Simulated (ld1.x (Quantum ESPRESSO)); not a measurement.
# Cutoff test, phosphorus, TM

phosphorus, norm-conserving Troullier–Martins (Kleinman–Bylander form), made with ld1.x (Quantum ESPRESSO) 7.5 (PBEsol, non-relativistic). Core [Ne], reference 3s1.5 3p3.5. Waves: 3s (bound): rc 1.55 bohr; 3p (bound): rc 1.25 bohr. Local part: all-electron potential smoothed inside 1.40 bohr (lloc = -2). Core correction: Bessel-smoothed model core inside 0.95 bohr.

The pseudo-atom Hamiltonian at the reference potential is diagonalised in spherical Bessel functions j_l(qr) that vanish at 20 bohr, with q² up to the cutoff. All-electron valence levels (Ry): 3s -1.0436, 3p -0.4245.

Task: How do the lowest levels (Ry) of each channel move with the cutoff, and are there ghosts?

Result:

```
cutoff (Ry)     s #1     s #2     p #1    d #1    d #2    f #1  Σ f·Δε (mRy)
          8  -0.9760  -0.0209  -0.3749  0.0654  0.1466  0.1148         275.2
         12  -1.0202  -0.0234  -0.3756  0.0653  0.1459  0.1148         206.2
         18  -1.0389  -0.0245  -0.3758  0.0653  0.1457  0.1148         177.6
         25  -1.0399  -0.0245  -0.3773  0.0653  0.1457  0.1148         170.8
         35  -1.0413  -0.0246  -0.3899  0.0653  0.1457  0.1148         124.5
         45  -1.0430  -0.0247  -0.4062  0.0653  0.1457  0.1148          65.1
         55  -1.0435  -0.0248  -0.4164  0.0653  0.1457  0.1148          28.7
         70  -1.0435  -0.0248  -0.4232  0.0653  0.1457  0.1148           4.7
         90  -1.0436  -0.0248  -0.4241  0.0653  0.1457  0.1148           1.4
        110  -1.0436  -0.0248  -0.4243  0.0653  0.1457  0.1148           0.8
        140  -1.0436  -0.0248  -0.4244  0.0653  0.1457  0.1148           0.2
        400  -1.0436  -0.0248  -0.4245  0.0653  0.1457  0.1148           0.0
```

Result: no extra level below or beside the all-electron valence levels (s, p, d, f tested); 10 mRy is reached at 70 Ry and 1 mRy at 110 Ry.
